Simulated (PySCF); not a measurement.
C4H11FSi, SMILES CC(C)C[SiH2]F. Atoms are numbered in the order given.

```xyz
17

C     -2.0007     0.6375    -1.7115
C     -0.9960    -0.1052    -0.8245
C     -1.6870    -0.6893     0.4136
C      0.1819     0.8133    -0.4385
Si     1.6650    -0.0043     0.3602
F      1.2631    -0.6385     1.8158
H     -2.8323    -0.0205    -2.0112
H     -1.5245     1.0203    -2.6286
H     -2.4326     1.4987    -1.1736
H     -0.5877    -0.9476    -1.4146
H     -2.1211     0.1173     1.0292
H     -0.9879    -1.2476     1.0532
H     -2.5065    -1.3665     0.1255
H      0.5790     1.3166    -1.3412
H     -0.1725     1.6272     0.2213
H      2.7432     0.9948     0.5988
H      2.1765    -1.1245    -0.4786
```

Coordinates come from a B3LYP-D3(BJ)/def2-SVP optimisation. This is a generated structure with no PubChem entry under its InChIKey; it may be hypothetical. One conformer was computed; it need not be the lowest.

Computed with PySCF with PBE0/pcSseg-1.

GIAO shieldings, no solvent; atoms listed in one row are averaged. δ = σ(ref) − σ: ¹³C against TMS (σ = 186.3 ppm); ²⁹Si against TMS (σ = 352.7 ppm); ¹⁹F against CFCl3 (σ = 167.2 ppm); ¹H against TMS (σ = 31.56 ppm), references at their B3LYP-D3(BJ)/def2-TZVP geometries, non-relativistic.

Estimate the chemical shifts. (Estimate from the structure and the level; the computed values follow.)


| nucleus | atoms | count | δ (ppm) |
|---|---|---|---|
| ¹³C | C2 | 1 | 31.8 |
| ¹³C | C1 | 1 | 31.4 |
| ¹³C | C4 | 1 | 29.8 |
| ¹³C | C3 | 1 | 27.3 |
| ²⁹Si | Si5 | 1 | 14.5 |
| ¹⁹F | F6 | 1 | -226.3 |
| ¹H | H16, H17 | 2 | 5.42 |
| ¹H | H10 | 1 | 2.00 |
| ¹H | H7, H8, H9, H11, H12, H13 | 6 | 1.38 |
| ¹H | H15 | 1 | 1.19 |
| ¹H | H14 | 1 | 0.53 |
